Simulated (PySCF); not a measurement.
B3LYP has the VWN-RPA correlation part, as in Gaussian. Delta-SCF ions had no search for a lower state. Excitations are Tamm–Dancoff values on a coarser integration grid. The basis has no diffuse functions, so Rydberg states are missing or too high.

# H3GaO3, SMILES `[OH][Ga]([OH])[OH]` (charge 0, multiplicity 1)

The numbers are results of PySCF 2.14.0 with B3LYP-D3(BJ)/def2-TZVP, not measurements.

| Item | Result |
|---|---|
| HOMO | -8.67 eV |
| dipole moment | 0.00 D |
| HOMO–LUMO gap | 7.32 eV |
| LUMO | -1.35 eV |
| S1 excitation (TDA) | 6.04 eV |
| S1 oscillator strength | 0.000 |
| brightest of the four lowest singlets (TDA) | 6.99 eV |
| T1 excitation (TDA) | 5.66 eV |
| S1–T1 gap (TDA) | 0.38 eV |
| vertical ionisation energy (Delta-SCF) | 11.17 eV |
| total energy | -58574.81 eV |
| cost | roughly 60 core-seconds |

```xyz
7

O      1.6785    -0.5605     0.2299
Ga     0.0001     0.0000    -0.0006
O     -1.3151    -1.1866    -0.2168
O     -0.3634     1.7471    -0.0130
H      2.3093     0.1589     0.3375
H     -1.0120    -2.1001    -0.1935
H     -1.2974     1.9412    -0.1435
```
Charge 0, spin multiplicity 1.
